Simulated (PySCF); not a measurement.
Si(H)(Me)(SH)2 (CH6S2Si), SMILES S[SiH](S)C.

The structure is a stationary point at B3LYP-D3(BJ)/def2-SVP. One conformer was computed; it need not be the lowest.

Two levels are set side by side: PBE/def2-TZVP (PySCF) and B3LYP/def2-TZVP (PySCF). Same geometry, gas phase. Differences are taken from unrounded values.

```
quantity                     B3LYP    PBE  PBE minus B3LYP
---------------------------  -----  -----  ---------------
orbital gap (eV)              6.93   5.30            -1.62
highest occupied level (eV)  -7.10  -6.12             0.98
lowest empty level (eV)      -0.17  -0.81            -0.65
dipole moment (D)             1.58   1.53            -0.05
mean polarisability (bohr³)   76.6   78.7              2.1
```

Without exact exchange PBE keeps part of each electron's self-repulsion, which lifts occupied levels and narrows the gap. Differences between two approximate levels are no errors against the true value.

Rough cost on one machine, each run with all the roots and properties that it gave: B3LYP against PBE within a factor of 2.
